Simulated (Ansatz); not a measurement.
A made-up structure of AlB2NH6, singlet:

```csv
atom,x (Å),y (Å),z (Å)
N1,-0.6913,1.9327,-0.1756
B2,-0.5191,0.7887,0.6001
B3,1.2335,-1.8170,-0.4175
Al4,-0.5194,-0.8092,0.1890
H5,-0.8940,1.9180,-1.1602
H6,-0.6510,2.8615,0.2072
H7,-0.2807,0.9620,1.7764
H8,-1.7887,-1.6228,0.3817
H9,1.4688,-1.9184,-1.5386
H10,1.9933,-2.2556,0.3260
```

It is relaxed with PBE-D4/def2-SVP and then PBE0-D4/def2-TZVP (Ansatz 0.2.0). Atoms count as bonded within 1.22 times the sum of their covalent radii (H–H: 0.88 Å). The end point is not checked to be a true minimum.

Does its bonding change? (Judge from chemistry; the calculation decides.)

Computed: No: no bond forms or breaks.

Where it ends: The first stage lowers the energy by 2.43 eV in 11 steps. It ends as AlB₂NH₆ ([BH2][AlH][BH][NH2]):
```
atom    x (Å)    y (Å)    z (Å)
  N1  -0.7149   2.1113  -0.1427
  B2  -0.5510   1.0355   0.7228
  B3   1.2648  -1.9986  -0.4830
 Al4  -0.4910  -1.0336   0.1905
  H5  -0.8314   2.0312  -1.1385
  H6  -0.7355   3.0680   0.1742
  H7  -0.4219   1.3333   1.8853
  H8  -1.8024  -1.9393   0.3693
  H9   1.5476  -2.1013  -1.6474
 H10   2.0872  -2.4664   0.2582
```

Labels in which every atom is bracketed show which atoms are joined, not bond orders.

For scale, one of the runs: PBE0-D4/def2-TZVP relaxation, 166 basis functions, launched by `ansatz run in.yaml --threads 2 --pin off --events-out ev --progress --plain --max-ram 4352MiB`. The run took about 90 s on 2 CPU threads of an Intel Xeon Platinum 8259CL (shared host).
